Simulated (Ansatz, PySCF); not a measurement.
Donor–acceptor adduct: GaH3 (SMILES [GaH3]) (first 4 atoms) with PH3 (SMILES P); geometry from B3LYP-D3(BJ)/def2-TZVP, rigid monomers moved along the line of their centres of mass till Ga1···P5 is 2.96 Å.
(charge 0, multiplicity 1):
```xyz
8

Ga    -0.461     0.489     0.710
H     -1.539     1.497     1.266
H     -0.951    -0.799    -0.056
H      1.004     1.012     0.455
P      0.107    -0.844     3.287
H      1.060    -1.881     3.330
H      0.597    -0.078     4.362
H     -0.936    -1.502     3.968
```

Monomers are frozen at their geometry in the pair; levels with a basis set take the counterpoise correction.

Cores are frozen in the correlated methods. Filled d and f shells under p-block atoms count as core. CBS(a, b) extrapolates the correlation energy as X⁻³ and adds the Hartree–Fock energy of set b.

The values were computed with Ansatz (a quantum-chemistry and plane-wave program) with Gaussian orbitals; PySCF for the dispersion terms. 

PBE/def2-TZVPPD gives -13.16 kcal/mol for the interaction energy.

Q: How do the other levels lie against it? Give each less PBE: PBE-D3(BJ)/def2-TZVPPD, r2SCAN/def2-TZVPPD, B3LYP/def2-TZVPPD, wB97M-V/def2-TZVPPD, MP2/CBS(def2-SVPD, def2-TZVPPD), CCSD(T)/CBS(def2-SVPD, def2-TZVPPD).

A: PBE-D3(BJ)/def2-TZVPPD -1.24; r2SCAN/def2-TZVPPD -1.06; B3LYP/def2-TZVPPD 2.14; wB97M-V/def2-TZVPPD 0.31; MP2/CBS(def2-SVPD, def2-TZVPPD) 0.62; CCSD(T)/CBS(def2-SVPD, def2-TZVPPD) 0.97 kcal/mol. 4 of 6 lie above PBE; the widest gap is to B3LYP/def2-TZVPPD.
